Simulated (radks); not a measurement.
Lu, 71 electrons, occupied as [Xe] 4f14 5d1 6s2 (the NIST ground configuration).

Calculated with a radial shooting solver on a logarithmic mesh with Libxc functionals: Dirac Kohn-Sham, PBE, spin-unpolarised, spherical densities, finite nucleus; open shells fill j = l - 1/2 first; Fermi nuclear charge, rms radius 5.37 fm.

Energy parts (eV):
| part | energy |
|---|---|
| total | -396720.41 |
| kinetic | 442076.57 |
| electron-nucleus | -986464.20 |
| Hartree | 155887.93 |
| exchange-correlation | -8220.72 |

Orbitals (lengths in bohr, moments of r in powers of bohr; r(max) is where P^2 peaks; r(90%) holds 90 % of the orbital's charge):
| orbital | occ. | eigenvalue (eV) | r(90%) | r(max) | <r^4> | small-component weight |
|---|---|---|---|---|---|---|
| 1s1/2 | 2 | -63143.43 | 0.0351 | 0.01213 | 7.076e-07 | 7.11e-02 |
| 2s1/2 | 2 | -10742.17 | 0.127 | 0.06950 | 0.0001076 | 1.60e-02 |
| 2p1/2 | 2 | -10254.56 | 0.112 | 0.05193 | 0.00006533 | 1.61e-02 |
| 2p3/2 | 4 | -9137.085 | 0.122 | 0.05845 | 0.00009203 | 1.46e-02 |
| 3s1/2 | 2 | -2434.203 | 0.312 | 0.1960 | 0.004025 | 5.22e-03 |
| 3p1/2 | 2 | -2218.137 | 0.304 | 0.1839 | 0.003580 | 5.16e-03 |
| 3p3/2 | 4 | -1979.786 | 0.324 | 0.1973 | 0.004618 | 4.75e-03 |
| 3d3/2 | 4 | -1612.489 | 0.296 | 0.1552 | 0.003187 | 4.63e-03 |
| 3d5/2 | 6 | -1560.449 | 0.301 | 0.1589 | 0.003446 | 4.52e-03 |
| 4s1/2 | 2 | -484.4264 | 0.687 | 0.4466 | 0.09706 | 1.69e-03 |
| 4p1/2 | 2 | -396.3824 | 0.706 | 0.4475 | 0.1077 | 1.61e-03 |
| 4p3/2 | 4 | -342.1566 | 0.754 | 0.4762 | 0.1396 | 1.45e-03 |
| 4d3/2 | 4 | -197.2938 | 0.813 | 0.4758 | 0.1887 | 1.26e-03 |
| 4d5/2 | 6 | -187.3936 | 0.831 | 0.4850 | 0.2054 | 1.22e-03 |
| 5s1/2 | 2 | -60.7442 | 1.69 | 1.044 | 3.599 | 3.45e-04 |
| 5p1/2 | 2 | -36.4398 | 1.94 | 1.135 | 6.176 | 2.72e-04 |
| 5p3/2 | 4 | -29.5710 | 2.12 | 1.224 | 8.757 | 2.32e-04 |
| 4f5/2 | 6 | -10.2913 | 1.23 | 0.4659 | 1.458 | 7.76e-04 |
| 4f7/2 | 8 | -8.7691 | 1.27 | 0.4713 | 1.689 | 7.55e-04 |
| 6s1/2 | 2 | -4.6081 | 5.44 | 3.073 | 377.6 | 3.39e-05 |
| 5d3/2 | 1 | -1.8670 | 4.86 | 1.805 | 274.1 | 6.56e-05 |
| 5d5/2 | 0 | -1.5550 | 5.21 | 1.885 | 362.7 | 5.83e-05 |

The highest occupied level is 5d3/2 at -1.867 eV. For comparison, the ionisation energy in NIST's Atomic Spectra Database is 5.426 eV (measured). In exact Kohn-Sham theory the highest level is minus the ionisation energy, but local and semilocal functionals leave it too shallow, through self-interaction and a potential that decays too fast; potentials with the right tail come closer. Summed over all electrons, <r^2> = 73.93 bohr^2, which gives a Langevin (diamagnetic) susceptibility term of -58.6 x 10^-6 cm^3/mol. The density falls to 0.001 e/bohr^3 at r = 5.06 bohr. The electron density at the nucleus is 1.111e+06 e/bohr^3.

Beside tabulated values, note that spin-unpolarised runs miss the spin-polarisation part of the exchange energy of open shells.
